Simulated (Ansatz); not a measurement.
One change: `CNBN` becomes `CN[BH][GeH3]`.

Ansatz, PBE0-D4/def2-TZVP geometries, multiplicity 1. Each molecule was computed in one conformer, which needn't be the lowest.

Scalar relativity is left out up to krypton.

```tsv
property	`CNBN`
HOMO energy (ωB97M-V/def2-TZVPP) / eV	-8.77
size of the dipole moment (ωB97M-V/def2-TZVPP) / D	1.41
HOMO–LUMO gap (ωB97M-V/def2-TZVPP) / eV	11.16
LUMO energy (B3LYP/def2-TZVPP) / eV	0.77
HOMO–LUMO gap (PBE/def2-TZVPP) / eV	5.44
LUMO energy (PBE/def2-TZVPP) / eV	0.33
```

Q: What does the change do to each property? (An estimate is asked.)

A: The calculation gave: 
```
                                          property  `CN[BH][GeH3]`  shift
             HOMO energy (ωB97M-V/def2-TZVPP) / eV           -9.89  -1.12
size of the dipole moment (ωB97M-V/def2-TZVPP) / D            2.90   1.49
           HOMO–LUMO gap (ωB97M-V/def2-TZVPP) / eV           11.39   0.23
               LUMO energy (B3LYP/def2-TZVPP) / eV           -0.59  -1.36
               HOMO–LUMO gap (PBE/def2-TZVPP) / eV            5.25  -0.19
                 LUMO energy (PBE/def2-TZVPP) / eV           -1.29  -1.62
```

With PBE0 the HOMO falls by 1.29 eV and the LUMO falls by 1.52 eV, so the gap narrows by about 0.23 eV. PBE moves the HOMO by -1.43 eV and ωB97M-V by -1.12 eV. Dipoles are sizes alone; their direction can turn.

B3LYP here is the variant with VWN-RPA as its local correlation; programs differ in this.
